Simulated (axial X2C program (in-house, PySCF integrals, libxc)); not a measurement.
## Potential curves of TiBr⁺, two-component

All values were computed with an in-house all-electron X2C program for linear molecules (integrals from PySCF). Two-component (2c) means X2C with spin–orbit coupling and atomic mean-field two-electron Coulomb and Gaunt terms. Basis: Br dyall-cv3z [8s9p6d4f1g], Ti dyall-cv3z [10s10p6d4f2g] (cores contracted in-house); Gaussian nuclei, density fitting, unrestricted open shells. Masses: Br 78.918 u, Ti 47.948 u.

State: Ω = 1 (⟨Sz⟩ = -1.00, ⟨Lz⟩ = 2.00 at HF). Energies in kJ/mol from the lowest point of each curve. Fits are polynomials in 1 − R0/R over 0.85 to 1.23 times the lowest point R0.

| R (Å) | HF | BHandHLYP | PBE0 | MP2 |
| --- | --- | --- | --- | --- |
| 1.9880 | 164.14 | 115.39 | 93.62 | 126.27 |
| 2.0794 | 85.93 | 52.22 | 38.20 | 60.77 |
| 2.1479 | 47.33 | 23.62 | 14.81 | 30.06 |
| 2.2165 | 21.92 | 7.10 | 2.98 | 11.26 |
| 2.2850 | 7.03 | 0.00 | 0.00 | 1.84 |
| 2.3650 | 0.00 | 0.79 | 4.88 | 0.00 |
| 2.4450 | 1.56 | 8.91 | 16.35 | 5.69 |
| 2.5478 | 12.79 | 26.96 | 37.68 | 21.00 |
| 2.6734 | 36.10 | 56.54 | 69.97 | 47.90 |
| 2.8563 | 80.69 | 107.07 | 122.42 | 96.10 |

Correlated methods: 10 electrons correlated (number of frozen shells: Br 3 s, 2 p, 1 d; Ti 3 s, 2 p), 296 virtual spin orbitals or spinors in MP2.

Occupations by symmetry block were frozen at the best pattern of an incomplete PBE0 search. Density functionals use the spin component along the axis (collinear). PBE0 can misorder states that lie within some tenths of an eV, so this need not be the ground state of the molecule. The nearest other 2c determinant of the search, Ω = 3, lies 0.03 eV up at the distance of the search. The functionals have no current-density term, which raises determinants with orbital currents, atoms included. With several unpaired electrons one determinant need not be a pure state. The outer-core s and p shells of the metal are frozen in the correlated rows, which leaves out core–valence correlation; for alkali and alkaline-earth bonds that tends to lengthen them. With the outer-core shells frozen, correlated bond lengths of heavy atoms tend to come out a few hundredths of an ångström too long. MP2 and coupled cluster on one determinant become unreliable at the stretched end.

Task: What are Re and ωe at the HF level?

Result: At HF, 2c: Re = 2.388 Å, ωe ≈ 341 cm⁻¹; Be follows as 0.0991 cm⁻¹.

Task: Fit the BHandHLYP curve near its minimum: give the equilibrium distance and the harmonic wavenumber.

Result: At BHandHLYP, 2c: Re = 2.317 Å, ωe ≈ 360 cm⁻¹; Be follows as 0.105 cm⁻¹.

Task: Fit the PBE0 curve near its minimum: give the equilibrium distance and the harmonic wavenumber.

Result: At PBE0, 2c: Re = 2.278 Å, ωe ≈ 372 cm⁻¹; Be follows as 0.109 cm⁻¹.

Task: What are Re and ωe at the MP2 level?

Result: At MP2, 2c: Re = 2.342 Å, ωe ≈ 347 cm⁻¹; Be follows as 0.103 cm⁻¹.
